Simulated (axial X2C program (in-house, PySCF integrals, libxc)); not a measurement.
# YCl: cheaper levels and CCSD(T), two-component

Computed with an axial X2C code built on PySCF integrals. Two-component (2c) means X2C with spin–orbit coupling and atomic mean-field two-electron Coulomb and Gaunt terms. Basis: Y dyall-cv3z [11s12p9d6f3g], Cl dyall-av3z [9s8p3d2f] (cores contracted in-house); Gaussian nuclei, density fitting, unrestricted open shells. Masses: Y 88.906 u, Cl 34.969 u.

State: Ω = 0 (closed shell); fragments Y + Cl.

```json
{"level": "PBE0", "Re (Å)": "2.377", "ωe (cm⁻¹)": "381.6"}
{"level": "HF", "Re (Å)": "2.449", "ωe (cm⁻¹)": "359.5"}
{"level": "MP2", "Re (Å)": "2.432", "ωe (cm⁻¹)": "363.9"}
{"level": "CCSD", "Re (Å)": "2.442", "ωe (cm⁻¹)": "361.9"}
{"level": "BLYP", "Re (Å)": "2.407", "ωe (cm⁻¹)": "362.8"}
```

Correlated methods: 10 electrons correlated (number of frozen shells: Y 4 s, 3 p, 1 d; Cl 2 s, 1 p), 308 virtual spin orbitals or spinors in MP2, 88 natural virtuals in coupled cluster.

CCSD(T), same Hamiltonian and basis:

Re = 2.440 Å, ωe = 361.8 cm⁻¹; T1 = 0.011 (Lee–Taylor normalisation).

(1) Give the differences from CCSD(T) in the columns below.

The state is a single determinant with fixed occupations, the lowest that a limited PBE0 search found. Closed shells are restricted here (equal orbitals for both partners); the stretched side of such a curve lies too high. De is not given where an atomic determinant may have missed its ground term or J level, or where the truncated virtual space spoils (T). CCSD and (T) use frozen natural virtuals with an MP2 correction for the truncation; (T) itself is uncorrected, so its De runs slightly low. The functionals have no current-density term, which raises determinants with orbital currents, atoms included. The outer-core s and p shells of the metal are frozen in the correlated rows, which leaves out core–valence correlation; for alkali and alkaline-earth bonds that tends to lengthen them. With the outer-core shells frozen, correlated bond lengths of heavy atoms tend to come out a few hundredths of an ångström too long.

Results:

(1) 

| level | ΔRe (Å) | Δωe (cm⁻¹) |
| --- | --- | --- |
| PBE0 | -0.063 | 20 |
| HF | 0.009 | -2 |
| MP2 | -0.008 | 2 |
| CCSD | 0.002 | 0 |
| BLYP | -0.033 | 1 |
